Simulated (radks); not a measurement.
Spherical quantum dot in the effective-mass picture: electrons in a hard-walled sphere of radius 2.12, all in effective atomic units (hartree* = m*/eps^2 hartree, bohr* = eps/m* bohr), one dielectric constant everywhere. Method: non-relativistic Kohn-Sham, r2SCAN, spin-polarised, spherical densities, generalised Kohn-Sham scheme; computed with a radial shooting solver with Libxc functionals. Levels are named by radial order and angular momentum (1s, 1p, 1d, 2s, ...), and open shells are averaged over m. Each electron was tried in the lowest free levels, single moves between levels near the top were tried too, and the lowest total energy was kept; such a search can miss a lower state. At N = 1 the Hartree and exchange-correlation terms need not cancel, so that row can carry a self-interaction error.

N	open shells	2S	E (hartree*)	mu = E(N) - E(N-1) (hartree*)	addition energy mu(N+1) - mu(N) (hartree*)
1	1s(up 1, down 0)	1	1.09445	1.0945	0.7863
2	none	0	2.97518	1.8807	1.663
3	1p(up 1, down 0)	1	6.51861	3.5434	0.5698
4	1p(up 2, down 0)	2	10.6319	4.1133	0.6020
5	1p(up 3, down 0)	3	15.3472	4.7153	0.8629
6	1p(up 3, down 1)	2	20.9254	5.5782	0.5550
7	1p(up 3, down 2)	1	27.0586	6.1332	0.5841
8	none	0	33.7759	6.7173	1.895
9	1d(up 1, down 0)	1	42.3885	8.6126	0.5647
10	1d(up 2, down 0)	2	51.5658	9.1773	0.5725
11	1d(up 3, down 0)	3	61.3156	9.7499	0.5774
12	1d(up 4, down 0)	4	71.6429	10.327	0.5802
13	1d(up 5, down 0)	5	82.5503	10.907	0.8184
14	1d(up 5, down 1)	4	94.2761	11.726	0.5540
15	1d(up 5, down 2)	3	106.556	12.280	0.5623
16	1d(up 5, down 3)	2	119.398	12.842	0.5680
17	1d(up 5, down 4)	1	132.808	13.410	0.5715
18	none	0	146.790	13.982	2.123
19	1f(up 1, down 0)	1	162.894	16.104	0.5546
20	1f(up 2, down 0)	2	179.553	16.659	0.5573
21	1f(up 3, down 0)	3	196.769	17.216	0.5596
22	1f(up 4, down 0)	4	214.545	17.776	0.5613
23	1f(up 5, down 0)	5	232.882	18.337	0.5625
24	1f(up 6, down 0)	6	251.782	18.900	0.5634
25	1f(up 7, down 0)	7	271.245	19.463	0.7897
26	1f(up 7, down 1)	6	291.498	20.253	0.5480
27	1f(up 7, down 2)	5	312.299	20.801	0.5507
28	1f(up 7, down 3)	4	333.650	21.351	0.5533
29	1f(up 7, down 4)	3	355.555	21.905	0.5553
30	1f(up 7, down 5)	2	378.015	22.460	0.5568
31	1f(up 7, down 6)	1	401.032	23.017	0.5578
32	none	0	424.606	23.575	1.115
33	2s(up 1, down 0)	1	449.296	24.690	0.9177
34	none	0	474.904	25.608	1.500
35	1g(up 1, down 0)	1	502.012	27.108	0.5456
36	1g(up 2, down 0)	2	529.666	27.654	0.5475
37	1g(up 3, down 0)	3	557.867	28.201	0.5488
38	1g(up 4, down 0)	4	586.617	28.750	0.5496
39	1g(up 5, down 0)	5	615.916	29.300	-

All shells are closed at N = 2, 8, 18, 32, 34 (there: 1s2 1p6 1d10 2s2 1f14); the second difference of the energy has clear peaks (12 % above both neighbours; the first and last values, which can be the largest, are not judged, and half-filled shells can peak too) at N = 2, 5, 8, 13, 18, 25, 32, 34.
